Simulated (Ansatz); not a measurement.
Gas-phase electronic energies from Ansatz, PBE0-D4/def2-TZVP geometries. CBS: MP2 limit from def2 TZ/QZ plus the TZ coupled-cluster correction, frozen cores. This one scheme is used for every species. Functionals use def2-TZVPP. B3LYP here is the variant with VWN-RPA as its local correlation; programs differ in this. Elements past krypton have def2 core potentials. For Sn outer-core shells are correlated without core-valence functions, which leaves a few kJ/mol of doubt a bond. One conformer a species, not always the lowest.

Reaction (cleavage of the Sn–Si bond): `[NH2][SnH2][SiH2]O` + NH₃ → `[NH2][SnH2][NH2]` + silanol

CCSD(T)/CBS gives +29.8 kJ/mol.

Another level gave +36.4 kJ/mol. Which?
A. PBE-D4/def2-TZVPP
B. ωB97M-V/def2-TZVPP
C. B3LYP-D4/def2-TZVPP
D. B2PLYP/def2-TZVPP

C. B3LYP-D4 36.4, B2PLYP 26.3, ωB97M-V 32.1, PBE-D4 52.0 kJ/mol.

Largest T1 diagnostic among the species: 0.013.

The D4 term adds +7.1 kJ/mol with B3LYP and +4.0 kJ/mol with PBE0; it sums over pairs of atoms, weighted by their polarisabilities, and B3LYP, whose exchange is more repulsive, gets the larger term. In def2-TZVPP, CCSD(T) changes the Hartree–Fock value by +27.9 kJ/mol (the triples alone add +3.9 kJ/mol) and MP2 by +27.2 kJ/mol.
